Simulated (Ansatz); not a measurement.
Total energies of Li7H6 from Ansatz at PBE0-D4/def2-TZVP, gas phase (1 Eh = 27.2114 eV = 2625.5 kJ/mol). The reference geometry is relaxed at PBE-D4/def2-TZVP.

```xyz
13

Li   -1.980    0.232    0.712
Li   -0.988   -1.685   -0.427
Li   -0.552    1.740   -0.693
Li    0.996   -1.586    0.988
Li    0.224    0.646    1.828
Li    1.878    0.257   -0.465
Li    0.050   -0.245   -2.102
H    -1.458    0.030   -1.057
H    -0.990    1.708    1.042
H    -0.732   -0.994    1.313
H     0.825   -1.360   -0.846
H     0.916    1.260   -1.599
H     1.810   -0.004    1.307
```

| state | geometry | energy (Eh) |
| --- | --- | --- |
| charge 0 doublet | reference | -56.18374 |
| charge 1 singlet | reference | -56.04431 |
| charge 0 quartet | relaxed at PBE-D4/def2-TZVP | -56.09306 |
| free Li atom (doublet) | – | -7.46705 |
| free H atom (doublet) | – | -0.50104 |

Work out the vertical ionisation energy to the singlet.

E(charge 1 singlet) − E(charge 0 doublet) = -56.04431 − (-56.18374) = 0.13943 Eh = 3.79 eV. For comparison, −ε of the highest occupied level of the spin that leaves is 2.55 eV at this level, 1.24 eV less.

Which of the charge 0 states is lowest, and how far above it are the others?

The doublet. quartet: -56.09306 − (-56.18374) = 0.09068 Eh = 238.1 kJ/mol. The quartet differs in its bonds from the reference.

What is the binding energy per atom against free atoms?

Atoms: 7 × (-7.46705) + 6 × (-0.50104) = -55.27559 Eh. Binding: -55.27559 − (-56.18374) = 0.90815 Eh = 24.71 eV, or 1.90 eV for each of 13 atoms (no zero-point energy, no counterpoise term).

The structure comes from a short search, and lower isomers may exist.
